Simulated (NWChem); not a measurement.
Species: MgHSeCl; SMILES [Mg]([Cl])[SeH]

```xyz
4

Mg     0.0070    -0.7388     0.0000
Cl     0.0150    -2.9407     0.0000
Se     0.0324     1.6814     0.0000
H     -1.4414     1.6907     0.0000
```
Atoms are numbered in this order, from 1.

Computed with NWChem. Pople sets run with spherical d functions. Coordinates come from a PBE0/def2-SVP optimisation. Total energies compare along this basis series because the functional is fixed.

```tsv
level	basis functions	energy (Ha)	highest occupied level (eV)	orbital gap (eV)	dipole (D)
B3LYP/STO-3G	37	-3028.3660	[?]	[?]	1.19
B3LYP/3-21G	50	-3047.8582	-6.76	4.65	1.66
B3LYP/6-31G*	70	-3062.2899	-6.79	4.86	1.06
B3LYP/6-311G**	102	-3062.6069	-6.89	4.88	1.21
```

### Question
What belongs in the gaps?

### Answer

- B3LYP/STO-3G, highest occupied level (eV): -3.38
- B3LYP/STO-3G, orbital gap (eV): 6.32
